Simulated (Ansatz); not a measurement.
Born–Oppenheimer molecular dynamics of F$_{3}$H$_{3}$OSi (8 atoms, charge 0, multiplicity 1). It starts at the highest image of a converged band. Of that band: Neighbouring images differ by up to 1.9 eV, so the band resolves the path poorly. A vibrational analysis at the climbing image gives one clearly imaginary mode, 1359i cm⁻¹: a first-order saddle point.

Method: Ansatz, RKS B3LYP/def2-SVP.

```
ensemble                      : NVE (velocity Verlet)
time step                     : 0.5 fs
steps asked                   : 200
starting velocities drawn for : 100 K
seed                          : 2983
```

Frames 0.5 fs apart, positions in Å, forces in eV/Å.

Velocities at 75 fs (Å/ps):

```
Si 3.45 0.94 0.61
H 56.75 73.00 62.58
F 1.41 -10.29 -5.43
F -9.69 -1.84 -5.96
F 8.35 7.17 6.18
O -13.79 -4.21 -0.78
H -1.85 5.42 14.05
H 66.47 55.72 16.77
```

```xyz
8
Properties=species:S:1:pos:R:3:forces:R:3 time_fs=75 energy_less_start_eV=-1.609 T=2174
Si -0.434 -0.203 -0.362 -2.20 -2.18 0.88
H 3.163 4.299 3.736 -0.64 -0.97 -0.87
F 0.887 -0.570 0.356 2.39 -1.13 0.07
F -0.368 1.327 -0.535 -0.01 2.86 -1.09
F -0.776 -0.945 -1.756 0.51 0.36 0.72
O -1.533 -0.480 0.845 -0.39 0.50 -1.04
H -2.076 0.328 0.841 -0.30 -0.40 0.45
H 3.483 4.782 4.170 0.64 0.97 0.87
8
Properties=species:S:1:pos:R:3:forces:R:3 time_fs=75.5 energy_less_start_eV=-1.599 T=2163
Si -0.433 -0.202 -0.362 -2.36 -2.19 1.07
H 3.190 4.335 3.767 -0.96 -1.40 -1.21
F 0.888 -0.575 0.354 2.39 -1.11 0.10
F -0.373 1.326 -0.538 0.01 2.90 -1.06
F -0.772 -0.941 -1.753 0.48 0.28 0.59
O -1.540 -0.482 0.845 -0.26 0.54 -1.12
H -2.078 0.331 0.848 -0.27 -0.42 0.43
H 3.517 4.811 4.180 0.96 1.40 1.21
8
Properties=species:S:1:pos:R:3:forces:R:3 time_fs=76 energy_less_start_eV=-1.608 T=2175
Si -0.431 -0.202 -0.361 -2.48 -2.15 1.26
H 3.216 4.367 3.794 -1.07 -1.51 -1.26
F 0.889 -0.581 0.351 2.37 -1.08 0.12
F -0.378 1.326 -0.541 0.03 2.91 -1.03
F -0.767 -0.938 -1.750 0.44 0.19 0.45
O -1.547 -0.484 0.844 -0.11 0.56 -1.20
H -2.079 0.332 0.857 -0.25 -0.42 0.40
H 3.554 4.844 4.192 1.07 1.51 1.26
8
Properties=species:S:1:pos:R:3:forces:R:3 time_fs=76.5 energy_less_start_eV=-1.643 T=2218
Si -0.430 -0.202 -0.361 -2.58 -2.09 1.45
H 3.238 4.395 3.818 -0.92 -1.26 -1.01
F 0.891 -0.586 0.348 2.33 -1.05 0.13
F -0.383 1.326 -0.544 0.05 2.88 -0.99
F -0.763 -0.934 -1.746 0.41 0.10 0.30
O -1.554 -0.486 0.844 0.03 0.55 -1.26
H -2.082 0.332 0.866 -0.24 -0.40 0.37
H 3.592 4.880 4.208 0.92 1.26 1.01
8
Properties=species:S:1:pos:R:3:forces:R:3 time_fs=77 energy_less_start_eV=-1.687 T=2274
Si -0.429 -0.202 -0.360 -2.66 -1.99 1.64
H 3.259 4.420 3.840 -0.55 -0.74 -0.57
F 0.893 -0.592 0.346 2.28 -1.01 0.14
F -0.388 1.326 -0.548 0.07 2.83 -0.95
F -0.759 -0.930 -1.743 0.37 0.00 0.15
O -1.561 -0.487 0.843 0.18 0.53 -1.31
H -2.085 0.331 0.877 -0.24 -0.37 0.34
H 3.633 4.919 4.225 0.55 0.74 0.57
8
Properties=species:S:1:pos:R:3:forces:R:3 time_fs=77.5 energy_less_start_eV=-1.722 T=2318
Si -0.428 -0.202 -0.359 -2.71 -1.86 1.83
H 3.278 4.444 3.861 -0.10 -0.13 -0.09
F 0.895 -0.598 0.343 2.20 -0.97 0.13
F -0.392 1.327 -0.551 0.09 2.75 -0.91
F -0.754 -0.927 -1.740 0.32 -0.10 -0.01
O -1.568 -0.489 0.841 0.32 0.49 -1.36
H -2.089 0.330 0.888 -0.24 -0.32 0.31
H 3.676 4.959 4.245 0.10 0.13 0.09
8
Properties=species:S:1:pos:R:3:forces:R:3 time_fs=78 energy_less_start_eV=-1.738 T=2339
Si -0.428 -0.203 -0.358 -2.73 -1.70 2.02
H 3.297 4.467 3.881 0.35 0.44 0.31
F 0.897 -0.604 0.340 2.12 -0.92 0.12
F -0.397 1.328 -0.555 0.11 2.64 -0.86
F -0.750 -0.923 -1.736 0.28 -0.20 -0.16
O -1.575 -0.491 0.840 0.46 0.44 -1.39
H -2.093 0.327 0.900 -0.24 -0.26 0.28
H 3.718 5.000 4.264 -0.34 -0.44 -0.31
8
Properties=species:S:1:pos:R:3:forces:R:3 time_fs=78.5 energy_less_start_eV=-1.739 T=2341
Si -0.427 -0.204 -0.357 -2.74 -1.51 2.20
H 3.317 4.492 3.902 0.70 0.87 0.60
F 0.899 -0.610 0.338 2.01 -0.87 0.11
F -0.402 1.329 -0.559 0.13 2.51 -0.81
F -0.745 -0.919 -1.733 0.24 -0.30 -0.32
O -1.582 -0.492 0.838 0.60 0.38 -1.42
H -2.098 0.324 0.913 -0.24 -0.21 0.25
H 3.760 5.040 4.282 -0.70 -0.87 -0.60
8
Properties=species:S:1:pos:R:3:forces:R:3 time_fs=79 energy_less_start_eV=-1.738 T=2341
Si -0.427 -0.204 -0.356 -2.71 -1.30 2.37
H 3.338 4.518 3.925 0.95 1.15 0.77
F 0.902 -0.616 0.335 1.89 -0.81 0.09
F -0.407 1.331 -0.563 0.15 2.35 -0.75
F -0.741 -0.916 -1.730 0.19 -0.40 -0.48
O -1.588 -0.494 0.836 0.71 0.32 -1.44
H -2.103 0.321 0.926 -0.23 -0.16 0.22
H 3.800 5.078 4.300 -0.95 -1.15 -0.77
8
Properties=species:S:1:pos:R:3:forces:R:3 time_fs=79.5 energy_less_start_eV=-1.745 T=2351
Si -0.427 -0.205 -0.354 -2.67 -1.08 2.54
H 3.362 4.547 3.949 1.08 1.29 0.83
F 0.905 -0.622 0.333 1.76 -0.75 0.06
F -0.411 1.333 -0.567 0.17 2.18 -0.69
F -0.736 -0.912 -1.726 0.15 -0.50 -0.64
O -1.595 -0.495 0.834 0.81 0.28 -1.45
H -2.109 0.317 0.940 -0.22 -0.12 0.18
H 3.838 5.114 4.315 -1.08 -1.29 -0.83
8
Properties=species:S:1:pos:R:3:forces:R:3 time_fs=80 energy_less_start_eV=-1.768 T=2380
Si -0.428 -0.206 -0.353 -2.61 -0.84 2.69
H 3.389 4.580 3.976 1.09 1.28 0.80
F 0.909 -0.628 0.330 1.62 -0.69 0.03
F -0.416 1.335 -0.571 0.19 1.99 -0.63
F -0.732 -0.909 -1.723 0.11 -0.60 -0.80
O -1.601 -0.497 0.832 0.89 0.24 -1.44
H -2.115 0.313 0.954 -0.19 -0.10 0.15
H 3.873 5.146 4.328 -1.09 -1.28 -0.80
8
Properties=species:S:1:pos:R:3:forces:R:3 time_fs=80.5 energy_less_start_eV=-1.804 T=2426
Si -0.428 -0.207 -0.351 -2.54 -0.59 2.83
H 3.417 4.615 4.004 0.98 1.12 0.67
F 0.912 -0.635 0.327 1.47 -0.62 0.00
F -0.421 1.338 -0.575 0.21 1.79 -0.56
F -0.727 -0.905 -1.720 0.06 -0.70 -0.94
O -1.608 -0.498 0.830 0.95 0.23 -1.43
H -2.122 0.308 0.968 -0.15 -0.10 0.11
H 3.906 5.175 4.340 -0.98 -1.12 -0.67
```

Of the whole run (100 fs, mean temperature of the second half 2124 K): The conserved energy stayed within 0.26 meV per atom of its start (net change -0.16 meV per atom), so the integration is sound. The kinetic energy rose, since the run started high on the potential surface and went downhill. It ends in pieces (F3HOSi + H2), so much of that is their flight and rotation, not heat. A run of 0.1 ps of so small a system gives no equilibrium averages. The orbitals stay closed-shell, which can raise the energy where a bond breaks towards radicals; this wasn't checked here.

Time of the run: 4.9 min on 2 threads of Arm Neoverse V1, on a shared host, peak memory 0.17 GiB.
